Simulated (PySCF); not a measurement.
# Reading the logs of faulty runs: AlGeH3OSi

These are calculations, not measurements. They come from PySCF 2.14.0, an open-source quantum chemistry program, on an isolated molecule that a program drew, which may never have been made. The molecule is AlGeH3OSi (charge 0, singlet), drawn as the SMILES string `[O]=[Al][GeH2][SiH]`.

Each row is a Hartree-Fock (HF) and frozen-core CCSD(T) single point in the cc-pV(D+d)Z basis, meant for a local HF minimum. Run 1 is clean. Each other run has one planted mistake out of seven kinds, and not every kind appears here: one electron removed, one electron added, multiplicity raised by two, geometry at a saddle point, minimal basis STO-3G, one bond length entered in bohr, all coordinates scaled. The reference is restricted for singlets and unrestricted otherwise, and also for a bond in bohr. Adding or removing an electron swaps singlet and doublet. Electrons count all cores. HOMO and LUMO are orbital energies over both spins, the gradient is its largest component, and the lowest frequency (negative if imaginary) is given only where the gradient is small. Bond lengths are over the 6 bonds as drawn. T1 is the CCSD diagnostic: over 0.02 (restricted) or 0.045 (unrestricted) a single reference is doubtful. Germanium has the cc-pVDZ-PP basis, with a core potential (ECP10MDF) in place of its 10 inner electrons, and its 3s, 3p and 3d shells are frozen in CCSD(T).

Geometry of the clean run:
```xyz
7
AlGeH3OSi, angstrom
O     1.3334   -2.2390   -0.3999
Al    1.1239   -0.6814   -0.3086
Ge    0.6266    1.7535   -0.1457
Si   -1.7754    2.0826    0.2659
H     1.1232    2.3757   -1.4569
H     1.5155    2.2700    0.9955
H    -1.6369    1.5618    1.6793
```

```
run,electrons,basis functions,<S^2>,HOMO (eV),LUMO (eV),gradient (hartree/bohr),lowest frequency (cm^-1),mean bond (Å),longest bond (Å),T1,HF (hartree),CCSD(T) (hartree),mistake
1,70,98,0.000,-9.35,-0.84,3.4e-05,58,1.8511,2.490,0.0297,-900.77087,-901.26034,no fault
2,70,98,2.012,-8.93,-1.11,3.1e-02,-,1.8511,2.490,0.0318,-900.75316,-901.22163,multiplicity raised by two
3,70,98,0.000,-9.31,-0.74,8.8e-02,-,1.7659,2.376,0.0275,-900.75533,-901.23754,all coordinates scaled
4,69,98,1.204,-13.45,-5.75,1.1e-01,-,1.8511,2.490,0.0729,-900.51406,-900.92795,one electron removed
5,71,98,0.770,-2.62,5.26,1.4e-02,-,1.8511,2.490,0.0274,-900.83297,-901.32787,?
```

**Which mistake was planted in run 5, and what did it cost?**

It counts 71 electrons, one more than the clean run, at the same geometry and basis. So the mistake is: one electron added. Subtracting run 1 and multiplying by 627.51 kcal/mol a hartree, the energy moved by -39.0 kcal/mol in HF and -42.4 kcal/mol in CCSD(T).

Cautions from the logs. Run 1: T1 is over the limit, so its CCSD(T) energy is less reliable; run 3: T1 is over the limit, so its CCSD(T) energy is less reliable; run 4: T1 is over the limit, so its CCSD(T) energy is less reliable.
